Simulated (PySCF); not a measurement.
C3H8GeO3, SMILES [OH][Ge]([OH])([OH])[CH2]C=C (connectivity only; charge and spin as stated), charge +1, multiplicity 2. Atoms are numbered in the order given.

```xyz
15

O     -0.3378     1.5825     0.5033
Ge    -0.5840    -0.0947     0.1097
O     -1.6365    -0.8193     1.2851
O     -0.8439    -0.4655    -1.5719
C      1.3283    -0.8796     0.3425
C      2.0022    -0.1453    -0.6639
C      2.5991     1.0996    -0.4447
H     -0.9730     1.9603     1.1281
H     -2.0553    -1.6593     1.0516
H     -1.6820    -0.1780    -1.9606
H      1.5297    -0.6224     1.3919
H      1.1497    -1.9447     0.1422
H      2.0093    -0.5544    -1.6814
H      2.5305     1.5943     0.5288
H      3.1461     1.6039    -1.2460
```
Charge +1, spin multiplicity 2.

Geometry: PBE0-D3(BJ)/def2-SVP. One conformer was computed; it need not be the lowest.

The numbers are results of PBE/def2-TZVP in PySCF, not measurements.

Atomic charges (e):

```
atom  meta-Löwdin  Löwdin  Mulliken spin
----  -----------  ------  -------------
O1          -0.67   -0.13           0.04
Ge2          1.37    0.28           0.06
O3          -0.64   -0.11           0.08
O4          -0.68   -0.14           0.01
C5          -0.33       ?           0.20
C6           0.01   -0.12           0.07
C7          -0.08       ?           0.57
H8           0.38       ?           0.00
H9           0.38       ?           0.00
H10          0.37       ?           0.00
H11          0.18       ?           0.00
H12          0.18       ?           0.00
H13          0.17    0.18           0.00
H14          0.17    0.15          -0.02
H15          0.18    0.15          -0.02
```

Q: Some entries are withheld; supply them. (The exact figures need the calculation; the answer reports its results.)

A: 
- C5, Löwdin: -0.22
- C7, Löwdin: 0.03
- H8, Löwdin: 0.20
- H9, Löwdin: 0.19
- H10, Löwdin: 0.19
- H11, Löwdin: 0.18
- H12, Löwdin: 0.18
